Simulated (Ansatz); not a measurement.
Reaction (homolysis of the Se–Si bond): `N[SiH2][SeH]` → `[SeH]`• + `N[SiH2]`•

Computed with Ansatz on PBE0-D4/def2-TZVP structures; ΔE is electronic, products minus reactants. CBS: MP2 limit from def2 TZ/QZ plus the TZ coupled-cluster correction, frozen cores. Open shells (•) are unrestricted, without spin–orbit coupling. For Se outer-core shells are correlated without core-valence functions, which leaves a few kJ/mol of doubt a bond. Scalar relativity is left out up to krypton. One conformer a species, not always the lowest.

`N[SiH2][SeH]`:

Cartesian coordinates in Å:
```
N -0.248 1.259 -0.443
Si -0.154 -0.450 -0.447
Se -0.098 -1.525 1.578
H -1.011 1.723 0.023
H 0.600 1.798 -0.368
H 1.066 -0.794 -1.215
H -1.382 -1.017 -1.053
H 1.228 -0.995 1.925
```

`[SeH]`•:

Z-matrix (Å, degrees):
```
Se
H 1 1.471
```

`N[SiH2]`•:

Cartesian coordinates in Å:
```
N 0.642 -0.550 0.134
Si -0.512 0.614 -0.403
H 0.676 -1.460 -0.298
H 1.562 -0.252 0.418
H -1.839 -0.068 -0.454
H -0.530 1.717 0.603
```

| species | CCSD(T)/CBS(def2) energy (Eh) |
| --- | --- |
| `N[SiH2][SeH]` | -2747.54778 |
| `[SeH]`• | -2401.25913 |
| `N[SiH2]`• | -346.15077 |

(1) Work out ΔE.

Largest T1 diagnostic among the species: 0.015.

Answers

(1) ΔE = (-2401.25913) + (-346.15077) − (-2747.54778) = 0.13788 Eh = +86.5 kcal/mol.

From BLYP to BHLYP (50 % exact exchange), in def2-TZVPP and without D4, ΔE moves by +2.5 kcal/mol. In def2-TZVPP, CCSD(T) changes the Hartree–Fock value by +23.4 kcal/mol (the triples alone add +2.1 kcal/mol) and MP2 by +27.3 kcal/mol; breaking electron pairs costs correlation energy, which Hartree–Fock lacks.
